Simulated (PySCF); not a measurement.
## `[SiH3]C(SC)=C=C[SiH3]`, C4H10SSi2

Molfile (atoms numbered from 1):
```
C4H10SSi2
     RDKit          3D

 17 16  0  0  0  0  0  0  0  0999 V2000
   -1.7118    1.9345    0.9600 C   0  0  0  0  0  0  0  0  0  0  0  0
   -2.3098    0.3425    0.3703 S   0  0  0  0  0  0  0  0  0  0  0  0
   -0.8250   -0.6167    0.3509 C   0  0  0  0  0  0  0  0  0  0  0  0
   -0.9862   -2.3900   -0.2616 Si  0  0  0  0  0  4  0  0  0  0  0  0
    0.3539   -0.1814    0.7330 C   0  0  0  0  0  0  0  0  0  0  0  0
    1.5495    0.2530    1.0577 C   0  0  0  0  0  0  0  0  0  0  0  0
    2.6777    1.0560   -0.2040 Si  0  0  0  0  0  4  0  0  0  0  0  0
   -1.2737    1.8443    1.9645 H   0  0  0  0  0  0  0  0  0  0  0  0
   -0.9668    2.3559    0.2695 H   0  0  0  0  0  0  0  0  0  0  0  0
   -2.5869    2.5974    1.0013 H   0  0  0  0  0  0  0  0  0  0  0  0
   -1.8736   -3.1688    0.6532 H   0  0  0  0  0  0  0  0  0  0  0  0
   -1.5902   -2.3968   -1.6274 H   0  0  0  0  0  0  0  0  0  0  0  0
    0.3750   -2.9956   -0.2940 H   0  0  0  0  0  0  0  0  0  0  0  0
    1.8923    0.1387    2.0967 H   0  0  0  0  0  0  0  0  0  0  0  0
    1.9711    1.1146   -1.5165 H   0  0  0  0  0  0  0  0  0  0  0  0
    3.9476    0.2791   -0.3499 H   0  0  0  0  0  0  0  0  0  0  0  0
    3.0394    2.4414    0.2314 H   0  0  0  0  0  0  0  0  0  0  0  0
  1  2  1  0
  2  3  1  0
  3  4  1  0
  3  5  2  0
  5  6  2  0
  6  7  1  0
  1  8  1  0
  1  9  1  0
  1 10  1  0
  4 11  1  0
  4 12  1  0
  4 13  1  0
  6 14  1  0
  7 15  1  0
  7 16  1  0
  7 17  1  0
M  END
```

Computed, not measured: quadratic response CAM-B3LYP/aug-cc-pVDZ first hyperpolarisability, Taylor convention, gas phase in PySCF 2.14.0. Geometry: PBE0-D3(BJ)/def2-SVP.

**Question.** Give the tensor of the static β(0;0,0) in the axes of these coordinates.

**Answer.** In au, Taylor convention; rows are the first index (the induced dipole):
|  | xx | yy | zz | xy | xz | yz |
| --- | --- | --- | --- | --- | --- | --- |
| x | -195.9 | -3.0 | +13.6 | +40.7 | +31.1 | +13.7 |
| y | +40.7 | +92.8 | +12.6 | -3.0 | +13.7 | +26.2 |
| z | +31.1 | +26.2 | +62.2 | +13.7 | +13.6 | +12.6 |

Norm of βᵢ = ⅓ Σⱼ (βᵢⱼⱼ + βⱼᵢⱼ + βⱼⱼᵢ): 264.5 au, hyper-Rayleigh value 106.4 au.
